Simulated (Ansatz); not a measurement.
`O[SiH2]N[SiH](F)F` → 2 F• + 5 H• + N• + O• + 2 Si•  (atomization)

Calculated with Ansatz (gas phase, PBE0-D4/def2-TZVP geometries, no zero-point term in ΔE). CBS: MP2 limit from def2 TZ/QZ plus the TZ coupled-cluster correction, frozen cores. This one scheme is used for every species, atoms too. For atomizations the MP2-based limit and the directly extrapolated one differ by several kJ/mol either way, and by 10 to 25 for some Ge, Se and Sn compounds, so smaller differences from it don't rank the levels. DFT in def2-TZVPP. B3LYP here is the variant with VWN-RPA as its local correlation; programs differ in this. Open shells (•) are unrestricted, without spin–orbit coupling. Spin–orbit coupling would lower the free atoms: a little for F, O, Si. One conformer a species, not always the lowest.

```
           level  ΔE (kcal/mol)
       r2SCAN-D4         1008.8
          B2PLYP         1000.8
          r2SCAN         1007.4
            PBE0          990.8
           B3LYP          997.6
       CAM-B3LYP         1012.7
     HF/def2-SVP          710.2
CCSD(T)/def2-SVP          922.7
```

(1) What does CCSD(T)/CBS give? (Estimate.)

Largest T1 diagnostic among the species: 0.012.

## Answers

(1) Computed: +1018.2 kcal/mol. The listed levels differ from it by -9.4, -17.4, -10.8, -27.4, -20.6, -5.5, -308.0, -95.5 kcal/mol.

The D4 term adds +9.4 kcal/mol with B3LYP and +4.9 kcal/mol with PBE0; it sums over pairs of atoms, weighted by their polarisabilities, and B3LYP, whose exchange is more repulsive, gets the larger term. From BLYP to BHLYP (50 % exact exchange), in def2-TZVPP and without D4, ΔE moves by −24.1 kcal/mol: exact exchange takes away binding that semilocal exchange gives to molecules. At CCSD(T), def2-SVP lies −95.5 kcal/mol from the extrapolated value and def2-TZVPP −33.5 kcal/mol: correlation converges slowly with the basis, and small sets miss more of it in the bonded molecule than in its fragments.
